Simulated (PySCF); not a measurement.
H$_{5}$AsSi, charge +1, doublet, at a GFN2-xTB geometry (a state made from the parent by changing its charge; the spin is typed, not shown lowest), with bond 4-1 at 1.8 times its length; CASSCF(3,5)/STO-3G (PySCF).

The PySCF input:
```python
from pyscf import gto, scf, mcscf
import numpy

mol = gto.M(
    atom='''
Si   -1.70578597    0.09693792    0.27171974
As    0.82303552   -0.03022334   -0.18686976
H    -2.20519322   -0.78724594   -0.78498985
H    -2.08428102    2.69260009   -0.01503738
H    -1.71599357   -0.43098508    1.64437696
H     1.17568006   -1.36070560    0.39024618
H     1.38239940    0.68020367    1.00058207
''',
    basis='sto-3g',
    charge=1,
    spin=1,
    verbose=4,
)

mf = scf.ROHF(mol)
mf.kernel()
mc = mcscf.CASSCF(mf, 5, 3)
mc.kernel()
occ = numpy.linalg.eigvalsh(mc.fcisolver.make_rdm1(mc.ci, mc.ncas, mc.nelecas))[::-1]
ss = mc.fcisolver.spin_square(mc.ci, mc.ncas, mc.nelecas)[0]
print('natural occupations', occ.round(4), ' <S^2>', round(ss, 4))
```

What the program printed (banner, timings and long lists left out):

```
PySCF version 2.14.0

[INPUT] verbose = 4
[INPUT] num. atoms = 7
[INPUT] num. electrons = 51
[INPUT] charge = 1
[INPUT] spin (= nelec alpha-beta = 2S) = 1
[INPUT] symmetry False subgroup None
[INPUT] Mole.unit = angstrom
[INPUT] Symbol           X                Y                Z      unit          X                Y                Z       unit  Magmom
[INPUT]  1 Si    -1.705785970000   0.096937920000   0.271719740000 AA   -3.223468310426   0.183186119885   0.513475891238 Bohr   0.0
[INPUT]  2 As     0.823035520000  -0.030223340000  -0.186869760000 AA    1.555311723589  -0.057113835170  -0.353132667363 Bohr   0.0
[INPUT]  3 H     -2.205193220000  -0.787245940000  -0.784989850000 AA   -4.167211237548  -1.487679219276  -1.483415827063 Bohr   0.0
[INPUT]  4 H     -2.084281020000   2.692600090000  -0.015037380000 AA   -3.938720294429   5.088276733079  -0.028416529831 Bohr   0.0
[INPUT]  5 H     -1.715993570000  -0.430985080000   1.644376960000 AA   -3.242757878815  -0.814443764974   3.107422099945 Bohr   0.0
[INPUT]  6 H      1.175680060000  -1.360705600000   0.390246180000 AA    2.221713323512  -2.571360920162   0.737458401358 Bohr   0.0
[INPUT]  7 H      1.382399400000   0.680203670000   1.000582070000 AA    2.612356260763   1.285398645224   1.890826077450 Bohr   0.0

nuclear repulsion = 152.880870223897
number of shells = 18
number of NR pGTOs = 96
number of NR cGTOs = 32
basis = sto-3g
ecp = {}

******** <class 'pyscf.scf.rohf.ROHF'> ********
method = ROHF
initial guess = minao
damping factor = 0
level_shift factor = 0
DIIS = <class 'pyscf.scf.diis.CDIIS'>
diis_start_cycle = 1
diis_space = 8
diis_damp = 0
SCF conv_tol = 1e-09
SCF conv_tol_grad = None
SCF max_cycles = 50
direct_scf = True
direct_scf_tol = 1e-13
num. doubly occ = 25  num. singly occ = 1
Set gradient conv threshold to 3.16228e-05
init E= -2493.84493715296
  HOMO = -0.289906632864029  LUMO = -0.119490015339218  gap/eV = 4.63727
cycle= 1 E= -2497.15453752937  delta_E= -3.31  |g|= 0.493  |ddm|= 1.99

WARN: HOMO -0.217609677929081 >= LUMO -0.282801827250387

cycle= 2 E= -2496.6549014584  delta_E=  0.5  |g|= 0.64  |ddm|= 2.44
  HOMO = -0.336236987672382  LUMO = -0.122191813315222  gap/eV = 5.82447
cycle= 3 E= -2497.28012347315  delta_E= -0.625  |g|= 0.257  |ddm|= 2.34
  HOMO = -0.378207796836098  LUMO = -0.140116757464874  gap/eV = 6.47879
cycle= 4 E= -2497.33762563482  delta_E= -0.0575  |g|= 0.18  |ddm|= 0.369
  HOMO = -0.337020954696516  LUMO = -0.123049923643601  gap/eV = 5.82245
cycle= 5 E= -2497.37234870584  delta_E= -0.0347  |g|= 0.0854  |ddm|= 0.818
  HOMO = -0.3179099463426  LUMO = -0.143801419156719  gap/eV = 4.73773
cycle= 6 E= -2497.38476640002  delta_E= -0.0124  |g|= 0.0404  |ddm|= 0.235
  HOMO = -0.310962401451227  LUMO = -0.161829763167942  gap/eV = 4.05811
cycle= 7 E= -2497.385300034  delta_E= -0.000534  |g|= 0.0386  |ddm|= 0.228
  HOMO = -0.313047801026935  LUMO = -0.161679135601125  gap/eV = 4.11895
cycle= 8 E= -2497.38870484173  delta_E= -0.0034  |g|= 0.0111  |ddm|= 0.153
  HOMO = -0.314593387143566  LUMO = -0.158335722506366  gap/eV = 4.25199
cycle= 9 E= -2497.388917906  delta_E= -0.000213  |g|= 0.00949  |ddm|= 0.0594
  HOMO = -0.312905575918996  LUMO = -0.154901319004153  gap/eV = 4.29951
cycle= 10 E= -2497.38922057102  delta_E= -0.000303  |g|= 0.00494  |ddm|= 0.0712
  HOMO = -0.308949244997783  LUMO = -0.157413203899389  gap/eV = 4.12351
cycle= 11 E= -2497.38926529875  delta_E= -4.47e-05  |g|= 0.00148  |ddm|= 0.0225
  HOMO = -0.308054898598569  LUMO = -0.157728932555786  gap/eV = 4.09058
cycle= 12 E= -2497.38926994054  delta_E= -4.64e-06  |g|= 0.000546  |ddm|= 0.00544
  HOMO = -0.307720146291086  LUMO = -0.157620170035592  gap/eV = 4.08443
cycle= 13 E= -2497.38927075825  delta_E= -8.18e-07  |g|= 0.000265  |ddm|= 0.00337
  HOMO = -0.307695682410138  LUMO = -0.157575873776371  gap/eV = 4.08497
cycle= 14 E= -2497.38927090064  delta_E= -1.42e-07  |g|= 8.74e-05  |ddm|= 0.0012
  HOMO = -0.307667049154656  LUMO = -0.157567020722472  gap/eV = 4.08443
cycle= 15 E= -2497.38927091921  delta_E= -1.86e-08  |g|= 2.5e-05  |ddm|= 0.000517
  HOMO = -0.307659591002611  LUMO = -0.157565343809062  gap/eV = 4.08427
cycle= 16 E= -2497.38927092051  delta_E= -1.3e-09  |g|= 9.83e-06  |ddm|= 0.000139
  HOMO = -0.30765705751142  LUMO = -0.157567355304931  gap/eV = 4.08415
cycle= 17 E= -2497.38927092066  delta_E= -1.49e-10  |g|= 5.26e-06  |ddm|= 3.75e-05
  HOMO = -0.307655656856678  LUMO = -0.157568689634927  gap/eV = 4.08407
Extra cycle  E= -2497.38927092065  delta_E= 1.36e-11  |g|= 5.25e-06  |ddm|= 3.41e-05
converged SCF energy = -2497.38927092065

******** <class 'pyscf.mcscf.mc1step.CASSCF'> ********
CAS (2e+1e, 5o), ncore = 24, nvir = 3
max_cycle_macro = 50
max_cycle_micro = 4
conv_tol = 1e-07
conv_tol_grad = None
orbital rotation max_stepsize = 0.02
orbital rotation threshold for CI restart = 0.01
augmented hessian ah_max_cycle = 30
augmented hessian ah_conv_tol = 1e-12
augmented hessian ah_linear dependence = 1e-14
augmented hessian ah_level shift = 1e-08
augmented hessian ah_start_tol = 2.5
augmented hessian ah_start_cycle = 3
augmented hessian ah_grad_trust_region = 3
kf_trust_region = 3
kf_interval = 4
ci_response_space = 4
ci_grad_trust_region = 3
with_dep4 0
natorb = False
canonicalization = True
sorting_mo_energy = False
ao2mo_level = 2
internal_rotation = False
******** <class 'pyscf.fci.direct_spin1.FCISolver'> ********
max. cycles = 50
conv_tol = 1e-08
davidson only = False
linear dependence = 1e-12
level shift = 0.001
max iter space = 12
nroots = 1
pspace_size = 400
spin = None
CASCI E = -2497.41499434452  S^2 = 0.7500000
Set conv_tol_grad to 0.000316228
macro iter   1 ( 20 JK    4 micro), CASSCF E = -2497.45308214011  dE = -3.80877956e-02  S^2 = 0.7500000
               |grad[o]|=0.153  |grad[c]|=0.0401  |ddm|= 0.35  |maxRot[o]|=0.137
macro iter   2 ( 20 JK    4 micro), CASSCF E = -2497.45391340763  dE = -8.31267517e-04  S^2 = 0.7500000
               |grad[o]|=0.0236  |grad[c]|=0.000961  |ddm|=0.0274  |maxRot[o]|=0.253
macro iter   3 ( 21 JK    4 micro), CASSCF E = -2497.45394114189  dE = -2.77342551e-05  S^2 = 0.7500000
               |grad[o]|=0.0032  |grad[c]|=0.000429  |ddm|=0.00129  |maxRot[o]|=0.312
macro iter   4 ( 21 JK    4 micro), CASSCF E = -2497.45396557131  dE = -2.44294260e-05  S^2 = 0.7500000
               |grad[o]|=0.00199  |grad[c]|=0.000901  |ddm|=0.00104  |maxRot[o]|=0.304
macro iter   5 ( 21 JK    4 micro), CASSCF E = -2497.45398476940  dE = -1.91980871e-05  S^2 = 0.7500000
               |grad[o]|=0.00116  |grad[c]|=0.000727  |ddm|=0.00106  |maxRot[o]|=0.311
macro iter   6 ( 20 JK    4 micro), CASSCF E = -2497.45399313047  dE = -8.36106938e-06  S^2 = 0.7500000
               |grad[o]|=0.000519  |grad[c]|=0.00054  |ddm|=0.000782  |maxRot[o]|=0.294
macro iter   7 (  3 JK    1 micro), CASSCF E = -2497.45399326045  dE = -1.29984528e-07  S^2 = 0.7500000
               |grad[o]|=5.14e-05  |grad[c]|=0.000119  |ddm|=7.56e-05  |maxRot[o]|= 0.02
macro iter   8 (  3 JK    1 micro), CASSCF E = -2497.45399331844  dE = -5.79902917e-08  S^2 = 0.7500000
               |grad[o]|=2.9e-05  |grad[c]|=0.000117  |ddm|=5.29e-05  |maxRot[o]|=0.0186
macro iter   9 (  1 JK    1 micro), CASSCF E = -2497.45399331871  dE = -2.69210432e-10  S^2 = 0.7500000
               |grad[o]|=9.3e-06  |grad[c]|=7.96e-06  |ddm|=2.22e-05  |maxRot[o]|=    0
1-step CASSCF converged in   9 macro (130 JK  27 micro) steps
CASSCF canonicalization
Density matrix diagonal elements [1.04213115e+00 1.15253034e+00 7.62369987e-01 4.26807084e-02
 2.87814995e-04]
CASSCF energy = -2497.45399331871
CASCI E = -2497.45399331871  E(CI) = -2.33164910960659  S^2 = 0.7500000
natural occupations [1.5473e+00 1.0000e+00 4.5200e-01 6.0000e-04 1.0000e-04]  <S^2> 0.75
```
